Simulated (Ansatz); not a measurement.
Reaction (hydrogenolysis of a C–Si bond): `C=C(F)[SiH2]N` + H₂ → `C=CF` + `N[SiH3]`

Computed with Ansatz on PBE0-D4/def2-TZVP structures; ΔE is electronic, products minus reactants. CCSD(T)/CBS adds triple-zeta CCSD(T) − MP2 to the extrapolated MP2 energy (def2 sets, frozen cores). This one scheme is used for every species. DFT in def2-TZVPP. B3LYP here is the variant with VWN-RPA as its local correlation; programs differ in this. Each species was taken in one conformer, which may not be the lowest.

CCSD(T)/CBS gives -3.5 kcal/mol.

Task: Another level gave -4.4 kcal/mol. Which?
A. HF/def2-TZVPP
B. B3LYP/def2-TZVPP
C. PBE-D4/def2-TZVPP
D. CCSD(T)/def2-TZVPP

Result: D. CCSD(T)/def2-TZVPP -4.4, PBE-D4 -2.7, B3LYP -6.3, HF/def2-TZVPP -10.0 kcal/mol.

Largest T1 diagnostic among the species: 0.012.

From PBE to PBE0 (25 % exact exchange), in def2-TZVPP and without D4, ΔE moves by −1.1 kcal/mol. The D4 term adds +2.6 kcal/mol with B3LYP and +1.5 kcal/mol with PBE0; it sums over pairs of atoms, weighted by their polarisabilities, and B3LYP, whose exchange is more repulsive, gets the larger term. In def2-TZVPP, CCSD(T) changes the Hartree–Fock value by +5.6 kcal/mol (the triples alone add +1.3 kcal/mol) and MP2 by +6.8 kcal/mol.
